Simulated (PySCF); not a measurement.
**H₂WN: from structure and modes to constants**

Method: UPBE0/[W def2-TZVP with ECP60, N def2-TZVP, H def2-TZVP], scalar-relativistic core potentials, density fitting, no spin–orbit coupling, PySCF.

The doublet minimum has Cs symmetry. Masses (u): W 183.95093, N 14.00307, H 1.00782.

```xyz
4
charge 0 multiplicity 2, angstrom
W    -0.0088    0.1132    0.0000
N    -0.0138   -1.5368    0.0000
H     0.8983    0.3434   -1.4311
H     0.8983    0.3434    1.4311
```

Harmonic wavenumbers (cm⁻¹): 649.6 (a', ×1), 681.2 (a'', ×1), 733.3 (a', ×1), 1167.5 (a', ×1), 1991.4 (a'', ×1), 1998.6 (a', ×1).

(1) Find the principal moments of inertia and the rotational constants. What kind of rotor is it?

(2) What is the harmonic zero-point energy?

(3) Give the standard entropy (298.15 K, 1 bar) by its translational, rotational, vibrational and spin parts, and Cp.

Results:

(1) About the centre of mass I = 5.7557, 37.313, 39.814 u Å². With B = 16.8576/I this gives 2.929, 0.4518, 0.4234 cm⁻¹. The molecule is an asymmetric top with κ = -0.98.

(2) Half the sum of all 6 wavenumbers, 7222/2 = 3611 cm⁻¹, which is 43.2 kJ/mol (1 cm⁻¹ = 0.0119627 kJ/mol).

(3) Sackur–Tetrode with M = 199.97 u gives 174.9; rotation with symmetry number 1 gives 86.2; vibration 4.3; spin R ln 2 = 5.8. The total is 271.1 J/(mol K), and Cp = 4 R + 11.8 = 45.0 J/(mol K).

This need not be the most stable arrangement of these atoms. Other spin states or occupations of the open shell can lie lower. Spin–orbit coupling, left out here, can matter for elements this heavy.
